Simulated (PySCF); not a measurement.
The 29-electron isoelectronic series, spin-free X2C

All values are computed (PySCF 2.14, energy differences of UHF-based or UKS calculations, no spin-orbit coupling). Each ion has its own even-tempered basis scaled to its charge (21s15p10d6f5g for the first); frozen: nothing. Ionisation energies in eV.

```
    ion       configuration     UHF  MP2 (outer shells)  NIST (with spin-orbit, Breit and QED)
 Kr(7+)  [Ar] 3d10 4s1 (2S)  124.65                 n/a                                 125.80
Ru(15+)  [Ar] 3d10 4s1 (2S)  375.22              376.46                           376.25 ± 0.1
Rh(16+)  [Ar] 3d10 4s1 (2S)  414.89              416.14                      415.97 ± 0.14 (s)
Sb(22+)  [Ar] 3d10 4s1 (2S)  691.73              693.05                      693.26 ± 0.24 (s)
Eu(34+)  [Ar] 3d10 4s1 (2S)  1451.9              1453.3                     1456.06 ± 0.25 (s)
Gd(35+)  [Ar] 3d10 4s1 (2S)  1528.2              1529.6                       1532.3 ± 0.3 (s)
Ta(44+)  [Ar] 3d10 4s1 (2S)  2310.2              2311.7                       2314.7 ± 1.9 (s)
Pt(49+)  [Ar] 3d10 4s1 (2S)  2822.7              2824.2                       2827.8 ± 1.4 (s)
Au(50+)  [Ar] 3d10 4s1 (2S)  2932.2              2933.7                           2941 ± 1 (s)
```

(1) Interpolate the row of Zr(11+).

Each ion has its own basis, which adds noise of up to about 0.1 % along the series.

NIST values marked (s) are semi-empirical, (t) theoretical. Open shells are high-spin determinants of the terms that Hund's rules give.

Answers

(1) configuration [Ar] 3d10 4s1 (2S); UHF 235.03; NIST (with spin-orbit, Breit and QED) 236.25.
